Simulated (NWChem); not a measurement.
# Atomisation of diphosphane (H$_{4}$P$_{2}$)

```
P
H 1 1.4315
H 1 1.4315 2 92.18
P 1 2.2710 2 93.52 3 93.66
H 4 1.4315 1 93.52 2 87.60
H 4 1.4315 5 92.18 1 -93.66
```
Charge 0, spin multiplicity 1.

The numbers come from NWChem runs, not from measurements. The geometry was optimised at B3LYP/def2-SVP, a minimum by its harmonic frequencies. It is one conformer; others weren't searched.

Basis set: def2-TZVP. The atomisation energy is electronic alone: no zero-point, thermal, spin-orbit or counterpoise terms. No value is extrapolated to the basis-set limit. Free atoms are single determinants with multiplicities P 4, H 2. Correlated methods freeze the same cores in atoms and molecule, 10 orbitals in all.

The cost column gives rough processor time relative to HF; each entry includes its own SCF. Costs are the molecule's.

B3LYP has NWChem's definition, with VWN1-RPA local correlation. No SCF solution was tested for a lower state. Open-shell Hartree-Fock references start from PBE0 orbitals; any time given for them includes that run. No row is a measurement; the coupled-cluster row has its own basis-set and correlation limits.

```csv
method,atomisation energy (kcal/mol),relative cost
HF,___,1
LDA (SVWN5),422.1,under 3
B3LYP,372.1,under 3
PBE0,365.1,under 3
PBE,___,under 3
BP86,___,under 3
TPSS,379.9,under 3
M06-2X,371.7,under 3
MP2,___,under 3
CCSD(T),347.0,20
```

**Question.** Fill in the missing entries.

**Answer.** 
- HF, atomisation energy (kcal/mol): 248.5
- PBE, atomisation energy (kcal/mol): 370.3
- BP86, atomisation energy (kcal/mol): 383.4
- MP2, atomisation energy (kcal/mol): 336.4
